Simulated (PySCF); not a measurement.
# Static response to an electric field

Species: C5H7NS2.
SMILES with atom numbers: `[N:1]#[C:2][C@@H:3]1[CH2:4][CH2:5][S:6][CH2:7][S:8]1` (hydrogens: H9 on C3; H10, H11 on C4; H12, H13 on C5; H14, H15 on C7)

Cartesian coordinates in Å at the GFN2-xTB level; atoms count from 1:
```xyz
15
C5H7NS2 angstrom
N     -0.3495    2.4597    1.2555
C     -0.5125    1.7625    0.3636
C     -0.6510    0.8576   -0.7452
C     -1.1989   -0.5079   -0.3195
C     -0.3858   -1.1590    0.7913
S      1.2618   -1.6944    0.2214
C      1.9041   -0.0589   -0.2156
S      0.9933    0.7212   -1.5773
H     -1.2955    1.3093   -1.5048
H     -1.2165   -1.1638   -1.1929
H     -2.2258   -0.3714    0.0329
H     -0.2503   -0.4810    1.6362
H     -0.8747   -2.0686    1.1362
H      1.8707    0.5937    0.6560
H      2.9263   -0.1911   -0.5599
```

Level: PBE0/def2-SVPD (PySCF), static field, nuclei fixed, core orbitals frozen in the response. The polarisability tensor in these axes (au):

```
x    97.06  -4.64  -4.02
y    -4.64 102.52  -1.48
z    -4.02  -1.48  93.83
```

What are the eigenvalues, a third of the trace, and Δα (Δα² = ½Σ(αi − αj)² over the three pairs)?

Principal values 89.87, 98.31 and 105.23 au; mean 97.80 au = 14.49 Å³ = 16.13 × 10⁻⁴⁰ C²·m²/J; Δα = 13.32 au (14 % of the mean).

What is the dipole moment, and where does it point?

(-1.49, -1.82, -1.31) D, 2.69 D in size, pointing from the negative to the positive side. Measured along this direction, the outermost atoms are N1 at the negative end and H10 at the positive end.

Estimate the molar refractivity from the static electronic polarisability.

Lorentz–Lorenz: R = (4π/3)N_A α = 2.5225 cm³/(mol·Å³) × 14.49 Å³ = 36.6 cm³/mol, in the limit of long wavelengths.

Orientational against electronic polarisability at 350 K (dilute gas, rigid molecules)?

In Gaussian units μ²/3kT = 49.93 Å³ against 14.49 Å³, a ratio of 3.45; the Debye molar polarisation (4π/3)N_A(α + μ²/3kT) is 162.5 cm³/mol, leaving out the vibrational part.

Traceless (Buckingham) quadrupole moment about the centre of nuclear charge: eigenvalues?

-18.68, 2.94, 15.74 D·Å. The values depend on the origin, since the dipole doesn't vanish. The electronic extent ⟨r²⟩ about the same centre is 1189 bohr², a root-mean-square distance of 2.09 Å for the 76 electrons.

What would n − 1 = 2πNα be for an ideal gas of these molecules at 350 K and 1 atm, electronic part alone?

N = p/kT = 2.0968 × 10¹⁹ cm⁻³, so n − 1 = 2π × N × 14.49 × 10⁻²⁴ cm³ = 1909 × 10⁻⁶ at long wavelengths, for an ideal gas.

In TDDFT the mean static polarisability is Σ f/ω² over all singlet excitations (ω in hartree). How much of it do the 6 lowest give? Their energies (eV) and oscillator strengths: 4.90, 0.0065; 5.27, 0.0064; 5.47, 0.0022; 5.78, 0.0109; 6.00, 0.0125; 6.15, 0.0118.

They add up to 1.15 au, 1.2 % of the 97.80 au; the largest single term is 0.26 au, from the state at 6.00 eV. Terms in order: 0.20, 0.17, 0.05, 0.24, 0.26, 0.23 au. Higher excitations give the rest. The strengths listed sum to 0.050.

Geometry: GFN2-xTB, one conformer, isolated molecule.
